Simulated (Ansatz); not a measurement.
`F[Si](F)(Cl)[SiH2]Cl` + H₂Se → `Cl[SiH2][SeH]` + `F[SiH](F)Cl` at 400 K and 1 bar (cleavage of the Si–Si bond).

Calculated with Ansatz (gas phase, PBE0-D4/def2-TZVP geometries, no zero-point term in ΔE). CBS: MP2 limit from def2 TZ/QZ plus the TZ coupled-cluster correction, frozen cores. For Se outer-core shells are correlated without core-valence functions, which leaves a few kJ/mol of doubt a bond. Scalar relativity is left out up to krypton. One conformer a species, not always the lowest.

```json
{"species": "`F[Si](F)(Cl)[SiH2]Cl`", "CCSD(T)/CBS energy (Eh)": "-1698.74064", "H − E (kJ/mol)": "109.6", "S (J/(mol·K))": "433.7"}
{"species": "H₂Se", "CCSD(T)/CBS energy (Eh)": "-2401.89790", "H − E (kJ/mol)": "49.4", "S (J/(mol·K))": "229.5"}
{"species": "`Cl[SiH2][SeH]`", "CCSD(T)/CBS energy (Eh)": "-3151.43476", "H − E (kJ/mol)": "95.3", "S (J/(mol·K))": "349.9"}
{"species": "`F[SiH](F)Cl`", "CCSD(T)/CBS energy (Eh)": "-949.23245", "H − E (kJ/mol)": "65.7", "S (J/(mol·K))": "320.7"}
```

H − E and S are ideal-gas, rigid-rotor, harmonic terms from PBE0-D4/def2-TZVP, for one conformer and one mirror image of each species. 1 Eh = 2625.50 kJ/mol, R = 8.31446 J/(mol·K).

**Question.** By hand: ΔE, ΔH, ΔS and ΔG.

**Answer.** ΔE = (-3151.43476) + (-949.23245) − (-1698.74064) − (-2401.89790) = -0.02867 Eh = -75.3 kJ/mol. Δ(H − E) = 95.3 + 65.7 − 109.6 − 49.4 = 2.0, so ΔH = -73.3 kJ/mol. ΔS = 349.9 + 320.7 − 433.7 − 229.5 = 7.4 J/(mol·K). ΔG = -73.3 − 400 × (7.4)/1000 = -76.3 kJ/mol.

**Question.** By hand: the equilibrium constant, and the temperature at which ΔG would vanish if ΔH and ΔS stayed fixed.

**Answer.** log₁₀ K = −ΔG/(RT ln 10) = 10.0. ΔH and −TΔS have one sign here, so there is no such temperature.

The number of gas molecules stays the same, so ΔS is small and ΔH decides. A doubt of 5 kJ/mol in ΔE shifts log₁₀ K by 0.7 here. Other conformers and mirror images would add mixing entropy, several J/(mol·K) or more a flexible species. Modes under 60 cm⁻¹, often nearly free rotors, make the harmonic entropy too high. These are equilibria of isolated gas molecules and say nothing of rates. Largest T1 diagnostic: 0.011 (customary marks: 0.02 for closed shells, 0.045 for open ones).

ΔS is within the doubt of such terms, so its sign, and with it that verdict, could turn.
